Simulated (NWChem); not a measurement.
System: BeF, doublet; SMILES [Be][F]

NWChem input:

```
start job
memory heap 200 mb stack 900 mb global 1100 mb
geometry units angstroms noautosym nocenter noautoz
  Be     0.000000     0.000000    -0.967189
  F      0.000000     0.000000     0.429859
end
basis spherical
  * library def2-tzvp
end
dft
  odft
  mult 2
  xc xcamb88 1.00 lyp 0.81 vwn_5 0.19 hfexch 1.00
  cam 0.33 cam_alpha 0.19 cam_beta 0.46
  iterations 150
end
property
  hyperfine
end
task dft property
```

NWChem printed, in part:

```
             Northwest Computational Chemistry Package (NWChem) 7.3.0
             --------------------------------------------------------

                             Geometry "geometry" -> ""
                             -------------------------

 Output coordinates in angstroms (scale by  1.889725989 to convert to a.u.)

  No.       Tag          Charge          X              Y              Z
 ---- ---------------- ---------- -------------- -------------- --------------
    1 Be                   4.0000     0.00000000     0.00000000    -0.96718900
    2 F                    9.0000     0.00000000     0.00000000     0.42985900

 Effective nuclear repulsion energy (a.u.)      13.6361678081

                              NWChem Property Module
                              ----------------------

  itol2e modified to match energy
  convergence criterion.

                                 NWChem DFT Module
                                 -----------------

 Summary of "ao basis" -> "ao basis" (spherical)
 ------------------------------------------------------------------------------
       Tag                 Description            Shells   Functions and Types
 ---------------- ------------------------------  ------  ---------------------
 Be                        def2-tzvp                 9       19   5s3p1d
 F                         def2-tzvp                11       31   5s3p2d1f

  itol2e modified to match energy
  convergence criterion.

            General Information
            -------------------
          SCF calculation type: DFT
          Wavefunction type:  spin polarized.
          No. of atoms     :     2
          No. of electrons :    13
           Alpha electrons :     7
            Beta electrons :     6
          Charge           :     0
          Spin multiplicity:     2
          Use of symmetry is: off; symmetry adaption is: off
          Maximum number of iterations: 150
          AO basis - number of functions:    50
                     number of shells:    20
          Convergence on energy requested:  1.00D-07
          Convergence on density requested:  1.00D-05
          Convergence on gradient requested:  5.00D-04

              XC Information
              --------------
                     Hartree-Fock (Exact) Exchange  1.000
                   CAM-Becke88 Exchange Functional  1.000
                      VWN V Correlation Functional  0.190 local
              Lee-Yang-Parr Correlation Functional  0.810

           Range-Separation Parameters
           ---------------------------
           Alpha           :  0.19
           Beta            :  0.46
           Gamma           :  0.33
           Short-Range HF  :     F

[...]

          ----------------------
          Hyperfine Interactions
          ----------------------

 Total Spin Density (Fermi Contact Term)
 ------------------ --------------------
     Atom            x         y         z       Density (a.u.)      Aiso(MHz)     Aiso(Gauss)
     1   9-Be     0.00000   0.00000  -1.82772       0.506316       -318.169202    -113.530491
     2  19-F      0.00000   0.00000   0.81232       0.059436        250.073390      89.232253

           -------------------------------------------
           Anisotropic Interaction (Spin-Dipolar Term)
           -------------------------------------------

 ------------------------------------------------------------
     Atom            x         y         z
 ------------------------------------------------------------
     1   9-Be     0.00000   0.00000  -1.82772

   Spin-Dipolar term (a.u.)
        xx             yy             zz             xy             xz             yz
 ------------------------------------------------------------------------------------------
      -0.040556      -0.040556       0.081112       0.000000      -0.000000       0.000000

   Principal Comp. of -hf- tensor (au)            Anisotropic -hfcc- (MHz)               Anisotropic -hfcc- (Gauss)
 --------------------------------------------------------------------------------------------------------------------------
     -0.040556    -0.040556     0.081112       3.042105     3.042105    -6.084210       1.085497     1.085497    -2.170994

   Orientation of the principal axis of Hyperfine Tensor w.r.t absolute (molecular) frame
 --------------------------------------------------------------------------------------------------------------------------
      0.756117     0.654436    -0.000000
     -0.654436     0.756117     0.000000
      0.000000     0.000000     1.000000

 ------------------------------------------------------------
     Atom            x         y         z
 ------------------------------------------------------------
     2  19-F      0.00000   0.00000   0.81232

   Spin-Dipolar term (a.u.)
        xx             yy             zz             xy             xz             yz
 ------------------------------------------------------------------------------------------
      -0.092871      -0.092871       0.185742       0.000000       0.000000      -0.000000

   Principal Comp. of -hf- tensor (au)            Anisotropic -hfcc- (MHz)               Anisotropic -hfcc- (Gauss)
 --------------------------------------------------------------------------------------------------------------------------
     -0.092871    -0.092871     0.185742     -46.642321   -46.642321    93.284642     -16.643112   -16.643112    33.286224

   Orientation of the principal axis of Hyperfine Tensor w.r.t absolute (molecular) frame
 --------------------------------------------------------------------------------------------------------------------------
      0.732592     0.680668     0.000000
     -0.680668     0.732592    -0.000000
     -0.000000     0.000000     1.000000
```

Level: CAM-B3LYP/def2-TZVP, spin-unrestricted, contact and dipolar terms. Geometry: optimised at PBE0/def2-SVP, spin-unrestricted. This spin state was assumed; another may lie lower. No stability test was run on the SCF state.
